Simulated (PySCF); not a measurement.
## How methods differ on the excitation energy of Ga

Ga [Ar] 3d10 4s2 4p1 (2P) → Ga [Ar] 3d10 4s2 5s1 (2S), as a difference of total energies. Computed with PySCF 2.14 in aug-cc-pVQZ-PP with ECP10MDF (7s6p5d3f2g, 89 functions), with a scalar-relativistic core potential. Correlated levels: valence: 3s2 3p6 3d10 frozen. The calculations carry no spin-orbit coupling.

| method | excitation energy (eV) | error (eV) |
| --- | --- | --- |
| UHF | 2.841 | -0.164 |
| LDA | 2.936 | -0.069 |
| PBE | 2.874 | -0.131 |
| PBE0 | 2.946 | -0.059 |
| r2SCAN | 3.153 | +0.148 |
| LC-wPBE | 3.102 | +0.097 |
| BLYP | 2.875 | -0.130 |
| CAM-B3LYP | 3.050 | +0.045 |
| B97-3 | 2.906 | -0.099 |
| MP2 (valence) | 2.940 | -0.065 |
| SCS-MP2 (valence) | 2.942 | -0.063 |

Reference: 3.005 eV (measured; NIST levels, between the centres of gravity of the two terms).

Errors of the correlated levels include the incompleteness of this basis and the frozen core.
